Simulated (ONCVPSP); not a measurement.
# hydrogen (H): one change to an ONCV potential, before and after

ONCVPSP 4.0.1 input, shortened (lines: element, Z, core and valence counts, functional; n l f; lmax; l rc ep ncon nbas qcut; lloc lpopt rc5 dvloc0; l nproj debl; icmod fcfact rcfact), PBE, non-relativistic:

```
  H 1.00    0    1        4      upf
    1    0    1.00
    1
    0    0.90    0.00    4    8    7.30
    1    0.75    0.26    4    8   12.60
    4    5    0.60    0.00
    0    2    3.40
    1    2    1.30
    0    0.00    0.00
```

All-electron outer shells of the reference configuration (PBE, non-relativistic, ld1.x):

```csv
shell,level (eV),outermost node (bohr),outermost maximum (bohr)
1s,-6.49,–,1.03
```

Change: s: qcut 4.5.

Cutoffs: the cutoffs (Ha) at which the residual kinetic energy of the hardest occupied pseudo-wave falls to 1 and 0.1 mHa per electron; they do not see the model core or the augmentation charge, which bear on the density cutoff. Errors are all-electron minus pseudo energies relative to the spin-unpolarised reference configuration.

**Question.** What does the change do?

**Answer.** The potential gets harder (19 Ha and 33 Ha → 38 Ha and 188 Ha); neither file shows a bound ghost.

| quantity | base | changed |
| --- | --- | --- |
| cutoff, loose | 19 Ha | 38 Ha |
| cutoff, tight | 33 Ha | 188 Ha |
| bound ghosts | none | none |
| GHOST(+) flags under 300 eV | none | none |
| error for 1s0.5, meV [ΔE 4.76 eV] | +0.7 | +1.2 |
| s: phases at 0.91 bohr within 0.05 rad from the reference energy up to (Ha; the scan ends near 5) | to the end of the scan | to the end of the scan |
| p: phases at 0.76 bohr within 0.05 rad from the reference energy up to (Ha; the scan ends near 5) | to the end of the scan | to the end of the scan |
